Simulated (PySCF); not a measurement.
Gas-phase reaction: 2 Cs + 2 O + H2 ⇌ 2 CsOH, at 600 K and a standard pressure of 1 bar. Level: PBE/def2-TZVP†.

Energies from PySCF, thermal terms from the rigid-rotor harmonic-oscillator model, ideal gas at 1 bar. † marks an energy on the PBE0/def2-TZVP geometry and frequencies. Open shells (unrestricted): Cs (multiplicity 2), O (multiplicity 3, electronic degeneracy 9); the rest are closed-shell singlets. Spin-orbit splitting is ignored; it lowers the true energy and changes the entropy of O. Cs: scalar-relativistic def2 core potential, no spin-orbit coupling. The harmonic model lacks anharmonicity and excited electronic states, which grow with temperature; levels with a mode under 35 cm⁻¹ are left out.

```tsv
species	E (Ha)	H(600 K) − E (kJ/mol)	S°(600 K) (J/mol/K)
Cs	-20.14714	12.5	190.1
O	-75.00968	12.5	176.2
H2	-1.16600	43.9	150.8
CsOH	-95.96433	56.7	288.6
```
E: electronic energy; H − E holds the zero-point and thermal terms. 1 Ha = 2625.5 kJ/mol.

Task: Work out ΔH°, ΔS°, ΔG° and log10 K from these numbers.

Result: 1. ΔE = 2×(-95.96433) − 2×(-20.14714) − 2×(-75.00968) − 1×(-1.16600) = -0.44902 Ha = -1178.9 kJ.
2. Δ(H − E) = 2×(56.7) − 2×(12.5) − 2×(12.5) − 1×(43.9) = 19.5 kJ, so ΔH° = -1159.4 kJ.
3. ΔS° = 2×(288.6) − 2×(190.1) − 2×(176.2) − 1×(150.8) = -306.2 J/K; the number of gas molecules changes by -3.
4. ΔG° = ΔH° − TΔS° = -1159.4 − 600×(-306.2)/1000 = -975.7 kJ.
5. log10 K = −ΔG°/(RT ln 10) = 84.92, with RT ln 10 = 11.49 kJ/mol; at standard pressures the products are favoured.
6. A shift of 10 kJ in ΔE would move log10 K by 0.87 here.
For scale, ΔH°(298 K) is -1156 kJ at this level, -1119 kJ at ωB97M-V/def2-TZVP†, and runs from -1357 to -531 kJ over the 17 levels computed; the NASA 1993 table gives -1170 kJ (entries not checked at source).
